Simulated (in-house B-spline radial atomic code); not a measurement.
Configurations of P VII (P6+), with energies counted from [He] 2s2 2p5. All numbers are computed (non-relativistic TPSSh, spin-polarised, spherical fractional occupations, exact exchange averaged over the configuration; point nucleus) with a radial B-spline atomic code at the basis-set limit, not measured. Shells without spins written out take the highest spin.

```json
{"configuration": "[He] 2s2 2p4 3s1", "E - E(ref) (eV)": "156.86", "highest orbital": "3s up", "its <r> (bohr)": "1.354"}
{"configuration": "[He] 2s2 2p4 3p1", "E - E(ref) (eV)": "168.95", "highest orbital": "3p up", "its <r> (bohr)": "1.387"}
{"configuration": "[He] 2s2 2p4 3d1", "E - E(ref) (eV)": "185.18", "highest orbital": "3d up", "its <r> (bohr)": "1.358"}
```

Order these further configurations by energy, lowest first.
A. [He] 2s1 2p5 3d1
B. [He] 2s1 2p5 3p1
C. [He] 2s1 2p5 3s1
D. [He] 2s1 2p6

D (48.564 eV), C (203.07 eV), B (215.28 eV), A (231.2 eV).
